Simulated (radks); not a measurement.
Spin polarisation of the 2p1 shell in B. Start: [He] 2s2 2p(up 0.5, down 0.5); electrons of 2p are moved from spin down to spin up, other shells keep equal spins. All-electron calculation, non-relativistic Kohn-Sham, PBE, spin-polarised, spherical densities, point nucleus. Program: a radial shooting solver on a logarithmic mesh with Libxc functionals.

| moment (Bohr magnetons) | E - E(0) (eV) | e(2p up) (eV) | e(2p down) (eV) | 2s down minus up (eV) | 1s down minus up (eV) |
|---|---|---|---|---|---|
| 0 | 0.000 | -3.609 | -3.609 | 0.000 | 0.000 |
| 0.25 | -0.017 | -3.734 | -3.468 | 0.298 | 0.073 |
| 0.5 | -0.066 | -3.844 | -3.312 | 0.597 | 0.146 |
| 0.75 | -0.150 | -3.940 | -3.139 | 0.898 | 0.218 |
| 1 | -0.267 | -4.021 | -2.946 | 1.201 | 0.290 |

At moment 1 the spin-polarisation energy is -0.267 eV and the 2p exchange splitting 1.075 eV, that is 1.075 eV per Bohr magneton; E = -I m^2/4 would give I = 1.067 eV.
